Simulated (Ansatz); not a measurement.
Input file for Ansatz (an electronic-structure program): U-PBE/def2-TZVPP on NiN, 2S+1 = 2, a spin state set in the input, which need not be the lowest, a point of a bond scan (R = 1.763 Å).

Ansatz 0.2 input:
```yaml
crystal:
  periodic: [false, false, false]
  atoms:
    - {symbol: Ni, position_ang: [0.00000000, 0.00000000, 0.00000000]}
    - {symbol: N, position_ang: [0.00000000, 0.00000000, 1.76255300]}
basis:
  gaussian:
    orbitals: def2-TZVPP
    pivot_positions_ang: [[0.00000000, 0.00000000, 0.00000000], [0.00000000, 0.00000000, 1.76255300]]
hamiltonian:
  xc: {name: PBE}
magnetization: {spin_polarized: true, initial_magnetization: 1}
output: {forces: true, orbitals: {seedname: ./end}}
```

It printed:

```
WARN ansatz: RAYON_NUM_THREADS=2 ignored (pool sized by the plan → 2); use --threads N
Functional definition: PBE
integrals: 0.02 GiB planned
638 factors; their error is unknown
mean field: 0.29 GiB planned
mean field evaluation 1: about -42506.0004 eV, gradient 6.0e1 eV
mean field evaluation 2: about -42361.7179 eV, gradient 1.5e2 eV
mean field evaluation 4: about -42482.6631 eV, gradient 8.9e1 eV
mean field evaluation 8: about -42507.0515 eV, gradient 7.4e1 eV
mean field evaluation 16: about -42522.8132 eV, gradient 7.3e-1 eV
mean field evaluation 32: about -42410.8773 eV, gradient 1.1e2 eV
mean field evaluation 64: about -42517.0851 eV, gradient 3.4e1 eV
mean field evaluation 96: about -42522.8212 eV, gradient 1.0e0 eV
mean field evaluation 128: about -42519.3184 eV, gradient 2.7e1 eV
mean field evaluation 160: about -42522.7335 eV, gradient 9.9e-7 eV
mean field evaluation 192: about -42522.2969 eV, gradient 1.2e1 eV
mean field evaluation 224: about -42522.5542 eV, gradient 6.2e-1 eV
mean field evaluation 256: about -42522.5784 eV, gradient 5.6e-6 eV
mean field evaluation 288: about -42521.3168 eV, gradient 1.6e0 eV
mean field evaluation 320: about -42521.7649 eV, gradient 2.1e1 eV
mean field evaluation 352: about -42516.3273 eV, gradient 4.2e1 eV
mean field evaluation 384: about -42521.4191 eV, gradient 7.9e0 eV
mean field evaluation 416: about -42522.6185 eV, gradient 9.1e-1 eV
mean field -42522.81999856 eV, -1562.6848119445 hartree, gradient 1.1e-5 eV, S^2 1.492755; 29 other end points of the search recorded, 0 dependent functions left out
the calculation of the forces begins
reference -42522.82003247 eV, -1562.6848131906 hartree; 18, 17 occupied and 77, 78 virtual orbitals, 638 factors
Total energy: -42522.82003247 eV, -1562.6848131906 hartree
Atom 0 at     0.000000     0.000000     0.000000 Å, force     0.000000     0.000000     2.673132 eV/Å
Atom 1 at     0.000000     0.000000     1.762553 Å, force    -0.000000    -0.000000    -2.673132 eV/Å
Dipole moment:    -0.000000     0.028783    -0.698030 e Å
```

Self-consistency was reached. Its determinant has ⟨S²⟩ = 1.49, a mixture of spin states.

Cost: around 40 core-seconds (rough).
